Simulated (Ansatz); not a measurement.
Ideal-gas functions of `[CH2]1[SnH2][Te]1` at 400 K and 1 bar, from an Ansatz frequency run at PBE0-D4/def2-TZVP.

Molar mass 262.35 g/mol, point group Cs (symmetry number 1), electronic degeneracy 1, moments of inertia 49.1, 457.499, 494.967 u Å². Harmonic wavenumbers (cm⁻¹, unscaled): 204, 395, 402, 412, 452, 602, 680, 710, 869, 906, 1381, 1967, 1976, 3143, 3243.

Use S(trans) = R[1.5 ln M + 2.5 ln T − 1.1517]; rotational temperatures θ = 24.2544 K / I; S(rot) = R[ln(√π/σ · √(T³/θAθBθC)) + 1.5]; for each mode x = 1.438777 ν̃/T, S = R[x/(eˣ − 1) − ln(1 − e⁻ˣ)] and H = RT x/(eˣ − 1); 1 cm⁻¹ = 0.0119627 kJ/mol; R = 8.31446 J/(mol·K).

Question: By hand: the entropy, in J/(mol·K).

Answer: Translation 184.4. Rotation: θ = 0.494, 0.053, 0.049 K, giving 119.6. Vibration, mode by mode: 11.07, 6.06, 5.94, 5.77, 5.13, 3.35, 2.68, 2.46, 1.57, 1.41, 0.35, 0.06, 0.06, 0.00, 0.00, in all 45.9. Electronic 0.0. Sum 349.9 J/(mol·K).

Question: By hand: H − E and G − E in kJ/mol, counted from the electronic energy.

Answer: Zero-point energy ½ × 17342 × 0.0119627 = 103.7; thermal vibration 11.5; translation, rotation and pV give 4 RT = 13.3. H − E = 128.5 kJ/mol, and G − E = 128.5 − 400 × 349.9/1000 = -11.5 kJ/mol.

Vibration gives 13 % of the entropy.
